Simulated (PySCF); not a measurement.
OZr, singlet, geometry from GFN2-xTB (such geometries of metal compounds can be far from the true shape) (core potentials on Zr).

PySCF was given this input:
```python
from pyscf import gto, scf, dft

mol = gto.Mole()
mol.atom = '''
    Zr   -0.000000   -0.000000   -0.291967
    O     0.000000    0.000000    1.459834
'''
mol.basis = 'lanl2dz'
mol.ecp = {'Zr': 'lanl2dz'}
mol.charge = 0
mol.spin = 0
mol.verbose = 4
mol.build()

mf = dft.RKS(mol)
mf.xc = 'r2scan'
mf = mf.density_fit(auxbasis='def2-universal-jkfit')
mf.kernel()
```

### Question
What does this run give for the HOMO energy, dipole moment?

### Answer

| Quantity | Value |
|---|---|
| HOMO energy | -4.92 eV |
| dipole moment | 2.68 D |
